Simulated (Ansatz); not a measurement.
SnOF, SMILES [Sn]([F])=[O], multiplicity 2.

The structure is a stationary point at B3LYP-D3(BJ)/def2-TZVP. The def2 effective core potentials stand for the cores of Sn; spin–orbit coupling is left out.

Two levels are set side by side: PBE/def2-TZVPD (Ansatz, a program for electronic structure) and PBE0/def2-TZVPD (Ansatz). Energy differences of separate SCF runs at the same geometry; the states with an electron removed or added have multiplicity 3 and 1. Differences are taken from unrounded values.

```csv
quantity,PBE
vertical ionisation energy (eV),10.41
vertical electron affinity (eV),2.92
```

Problem. These are the PBE values. What does PBE0 give? (Estimate from the structure and the level; the computed values follow.)

Solution. 
```csv
quantity,PBE0,PBE minus PBE0
vertical ionisation energy (eV),10.50,-0.09
vertical electron affinity (eV),2.57,0.35
```
